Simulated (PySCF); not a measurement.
Compound: C5H3F5O.
Numbering: `[F:1][C:2]1=[CH:3][C@:4]([F:5])([C:6]([F:7])([F:8])[F:9])[O:10][CH2:11]1` (hydrogens: H12 on C3; H13, H14 on C11)

The same species was optimised twice, with GFN2-xTB and with PBE0-D3(BJ)/def2-SVP (PySCF), and the same property calculations (PySCF, gas phase) were run on both structures.

```json
{"coordinate": "C4–F5 (Å)", "GFN2-xTB": "1.390", "PBE0-D3(BJ)/def2-SVP": "1.368", "change": "-0.022"}
{"coordinate": "O10–C11 (Å)", "GFN2-xTB": "1.424", "PBE0-D3(BJ)/def2-SVP": "1.408", "change": "-0.016"}
{"coordinate": "C4–C6 (Å)", "GFN2-xTB": "1.547", "PBE0-D3(BJ)/def2-SVP": "1.537", "change": "-0.010"}
{"coordinate": "F1–C2 (Å)", "GFN2-xTB": "1.321", "PBE0-D3(BJ)/def2-SVP": "1.312", "change": "-0.009"}
{"coordinate": "C6–F8 (Å)", "GFN2-xTB": "1.339", "PBE0-D3(BJ)/def2-SVP": "1.331", "change": "-0.008"}
{"coordinate": "C3–C4 (Å)", "GFN2-xTB": "1.501", "PBE0-D3(BJ)/def2-SVP": "1.494", "change": "-0.007"}
{"coordinate": "C2–C11 (Å)", "GFN2-xTB": "1.498", "PBE0-D3(BJ)/def2-SVP": "1.492", "change": "-0.006"}
{"coordinate": "C4–O10 (Å)", "GFN2-xTB": "1.379", "PBE0-D3(BJ)/def2-SVP": "1.383", "change": "+0.004"}
{"coordinate": "C2=C3 (Å)", "GFN2-xTB": "1.325", "PBE0-D3(BJ)/def2-SVP": "1.328", "change": "+0.003"}
{"coordinate": "C6–F7 (Å)", "GFN2-xTB": "1.336", "PBE0-D3(BJ)/def2-SVP": "1.333", "change": "-0.003"}
{"coordinate": "C6–F9 (Å)", "GFN2-xTB": "1.326", "PBE0-D3(BJ)/def2-SVP": "1.324", "change": "-0.002"}
{"coordinate": "C4–C6–F9 (°)", "GFN2-xTB": "113.1", "PBE0-D3(BJ)/def2-SVP": "111.6", "change": "-1.5"}
{"coordinate": "C6–C4–O10 (°)", "GFN2-xTB": "110.0", "PBE0-D3(BJ)/def2-SVP": "108.5", "change": "-1.5"}
{"coordinate": "C4–C6–F7 (°)", "GFN2-xTB": "111.4", "PBE0-D3(BJ)/def2-SVP": "110.1", "change": "-1.3"}
{"coordinate": "F7–C6–F8 (°)", "GFN2-xTB": "107.0", "PBE0-D3(BJ)/def2-SVP": "108.1", "change": "+1.1"}
{"coordinate": "F8–C6–F9 (°)", "GFN2-xTB": "107.7", "PBE0-D3(BJ)/def2-SVP": "108.7", "change": "+1.0"}
{"coordinate": "C3–C4–F5 (°)", "GFN2-xTB": "110.3", "PBE0-D3(BJ)/def2-SVP": "111.3", "change": "+1.0"}
{"coordinate": "C4–O10–C11 (°)", "GFN2-xTB": "110.3", "PBE0-D3(BJ)/def2-SVP": "111.3", "change": "+1.0"}
{"coordinate": "C3–C4–C6 (°)", "GFN2-xTB": "113.5", "PBE0-D3(BJ)/def2-SVP": "114.3", "change": "+0.8"}
{"coordinate": "C3–C4–C6–F7 (°)", "GFN2-xTB": "58", "PBE0-D3(BJ)/def2-SVP": "59", "change": "+1"}
```

Rotational constants: A = 2053, B = 768.5, C = 742.0 MHz (GFN2-xTB) against A = 2061, B = 781.6, C = 760.7 MHz (PBE0-D3(BJ)/def2-SVP). Point groups within 0.08 Å: C1 and C1.

On the GFN2-xTB structure: HOMO (eV) -8.52 [PBE0/pcSseg-1]; LUMO (eV) -0.70 [PBE0/pcSseg-1]; dipole (D) 2.90 [PBE0/pcSseg-1]; GIAO shielding of F1 (ppm) 297.5 [PBE0/pcSseg-1]; GIAO shielding of C2 (ppm) 8.5 [PBE0/pcSseg-1]; GIAO shielding of C3 (ppm) 80.1 [PBE0/pcSseg-1]; GIAO shielding of C4 (ppm) 63.3 [PBE0/pcSseg-1]; GIAO shielding of F5 (ppm) 289.4 [PBE0/pcSseg-1]; GIAO shielding of C6 (ppm) 57.6 [PBE0/pcSseg-1]; GIAO shielding of F7/F8/F9 (mean) (ppm) 269.4 [PBE0/pcSseg-1]; GIAO shielding of O10 (ppm) 244.9 [PBE0/pcSseg-1].

Question: What do these properties become on the PBE0-D3(BJ)/def2-SVP structure?

Answer: 
```tsv
property	level	on GFN2-xTB	on PBE0-D3(BJ)/def2-SVP	change
HOMO (eV)	PBE0/pcSseg-1	-8.52	-8.44	+0.08
LUMO (eV)	PBE0/pcSseg-1	-0.70	-0.63	+0.07
dipole (D)	PBE0/pcSseg-1	2.90	2.82	-0.08
energy, GFN2-xTB geometry as zero (kcal/mol)	PBE0/pcSseg-1	0.0	-0.5	-0.5
GIAO shielding of F1 (ppm)	PBE0/pcSseg-1	297.5	296.3	-1.2
GIAO shielding of C2 (ppm)	PBE0/pcSseg-1	8.5	7.9	-0.6
GIAO shielding of C3 (ppm)	PBE0/pcSseg-1	80.1	81.5	+1.4
GIAO shielding of C4 (ppm)	PBE0/pcSseg-1	63.3	65.7	+2.4
GIAO shielding of F5 (ppm)	PBE0/pcSseg-1	289.4	298.4	+9.0
GIAO shielding of C6 (ppm)	PBE0/pcSseg-1	57.6	58.8	+1.2
GIAO shielding of F7/F8/F9 (mean) (ppm)	PBE0/pcSseg-1	269.4	275.4	+6.0
GIAO shielding of O10 (ppm)	PBE0/pcSseg-1	244.9	252.6	+7.7
```

The heavy atoms differ by 0.051 Å rms after alignment. Among bonds between heavy atoms C4–F5 changes most (-0.022 Å). Changes are differences of the printed values. Neither structure is proved a minimum here.

The values belong to the conformer `[F:1][C:2]1=[CH:3][C@:4]([F:5])([C:6]([F:7])([F:8])[F:9])[O:10][CH2:11]1`: C3–C4–C6–F7 59°.
